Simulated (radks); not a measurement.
Initial-state core-level shifts of the terbium ion Tb+ when its valence configuration changes from [Xe] 4f9 6s1. Method: scalar-relativistic Kohn-Sham, PBE, spin-polarised, spherical densities, point nucleus; open shells are filled with parallel spins first (spin-orbit coupling, left out, can overturn this in heavy ions); computed with a radial shooting solver on a logarithmic mesh with Libxc functionals. Shifts are changes of the shell-averaged eigenvalues in eV (positive: less bound).

valence,2p,4s,4d,5s
4f8 6s1 6p1,-10.215,-10.680,-10.317,-7.201
4f9 6p1,-1.297,-1.290,-1.299,-1.358
4f8 6s2,-9.099,-9.564,-9.204,-6.116
4f8.5 5d0.5 6s1,-3.152,-3.409,-3.231,-1.776
4f10,+5.693,+6.085,+5.901,+4.183
4f8 5d1 6s1,-6.597,-7.114,-6.719,-3.570
4f7 5d2 6s1,-14.201,-15.205,-14.275,-7.134
4f7 5d3,-11.781,-12.826,-11.876,-4.756
4f9 5d1,+1.688,+1.660,+1.695,+1.845
